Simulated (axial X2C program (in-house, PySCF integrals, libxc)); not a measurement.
## Correcting the dissociation energy of GaCl for spin–orbit coupling

A spin-free CCSD(T) curve (one-electron X2C) was computed with an in-house relativistic program for diatomic molecules, basis Ga dyall-cv3z [9s9p7d4f1g], Cl dyall-av3z [9s8p3d2f] (cores contracted in-house), for the state M_S = 0, Λ = 0 (closed shell). It gives D0 = 4.721 eV to Ga + Cl, which in a spin-free picture are the weighted means of the ground terms.

Correlated methods: 10 electrons correlated (number of frozen shells: Ga 3 s, 2 p, 1 d; Cl 2 s, 1 p), 258 virtual spin orbitals or spinors in MP2, 88 natural virtuals in coupled cluster.

Measured levels of the ground terms (NIST Handbook of Basic Atomic Spectroscopic Data), in cm⁻¹: Ga 2P: J = 1/2 at 0, J = 3/2 at 826.2; Cl 2P: J = 3/2 at 0, J = 1/2 at 882.4.

The molecular state has Λ = 0, so it has no first-order lowering.

Problem. How far does each ground level lie under the (2J+1)-weighted mean of its term?

Solution. Ga: (2 × 0 + 4 × 826.2)/6 = 551 cm⁻¹; Cl: (4 × 0 + 2 × 882.4)/6 = 294 cm⁻¹.

Problem. Correct D0.

Solution. D0 = 4.721 + (0 − 845)/8065.5 = 4.616 eV at CCSD(T) with these spin–orbit terms. The direct two-component run gives 4.630 eV; the difference holds second-order terms in the molecule, scalar two-electron terms, the gap between measured and computed atomic splittings (a 2c atom can miss part of its lowering) and, in coupled cluster, the truncation of each run.

Second-order spin–orbit effects in the molecule, which grow quickly with Z, are left out. One determinant describes the state; a PBE0 search over occupations chose it and may have missed a lower one. Dissociation energies refer to the lowest single-determinant-based atoms at the same level and basis. CCSD and (T) use frozen natural virtuals with an MP2 correction for the truncation; (T) itself is uncorrected, so its De runs slightly low. With the outer-core shells frozen, correlated bond lengths of heavy atoms tend to come out a few hundredths of an ångström too long.
